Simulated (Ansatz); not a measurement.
Consider the redistribution: `COB(S)Cl` + `[NH2][GeH2][OH]` → `COBCl` + `[NH2][GeH]([OH])[SH]`.

Calculated with Ansatz (gas phase, PBE0-D4/def2-TZVP geometries, no zero-point term in ΔE). CBS: MP2 limit from def2 TZ/QZ plus the TZ coupled-cluster correction, frozen cores. This one scheme is used for every species. Functionals use def2-TZVPP. B3LYP here is the variant with VWN-RPA as its local correlation; programs differ in this. For Ge outer-core shells are correlated without core-valence functions, which leaves a few kJ/mol of doubt a bond. Scalar relativity is left out up to krypton. Each species was taken in one conformer, which may not be the lowest.

`COB(S)Cl`:

Z-matrix (Å, degrees):
```
C
O 1 1.418
H 1 1.092 2 110.8
H 1 1.092 2 110.8 3 121.1
H 1 1.089 2 107.1 3 -119.4
B 2 1.341 1 123.4 3 -60.2
Cl 6 1.771 2 122.0 1 0.0
S 6 1.805 2 121.0 1 -180.0
H 8 1.344 6 94.9 2 0.0
```

`[NH2][GeH2][OH]`:

```xyz
8

N    -0.767   -1.161    0.151
Ge    0.466    0.155   -0.090
O    -0.174    1.547    0.816
H    -1.613   -1.101   -0.394
H    -0.411   -2.104    0.139
H     0.660    0.632   -1.550
H     1.783   -0.350    0.524
H     0.057    2.383    0.405
```

`COBCl`:

Cartesian coordinates in Å:
```
C -0.717 0.338 -0.802
O -0.393 -0.472 0.313
B 0.795 -0.397 0.915
Cl 1.098 -1.444 2.291
H -1.591 0.941 -0.554
H 0.114 0.993 -1.074
H -0.961 -0.311 -1.645
H 1.655 0.352 0.555
```

`[NH2][GeH]([OH])[SH]`:

```xyz
9

N     0.290   -0.404    1.629
Ge   -0.046   -0.343   -0.152
O     1.568   -0.198   -0.870
S    -1.263    1.427   -0.784
H     0.992    0.255    1.936
H    -0.515   -0.360    2.237
H    -0.765   -1.617   -0.618
H     1.575    0.462   -1.568
H    -1.835    0.777   -1.810
```

```tsv
level	ΔE (kcal/mol)
B3LYP-D4	-0.4
B2PLYP	-0.5
SCS-MP2/def2-TZVPP	-0.2
CCSD(T)/def2-TZVPP	-0.2
```

**Question.** What does CCSD(T)/CBS give? (An estimate is asked.)

**Answer.** Computed: -0.1 kcal/mol. The listed levels differ from it by -0.3, -0.4, -0.1, -0.1 kcal/mol.

Largest T1 diagnostic among the species: 0.012.

In def2-TZVPP, CCSD(T) changes the Hartree–Fock value by +1.7 kcal/mol (the triples alone add +0.2 kcal/mol) and MP2 by +2.0 kcal/mol.
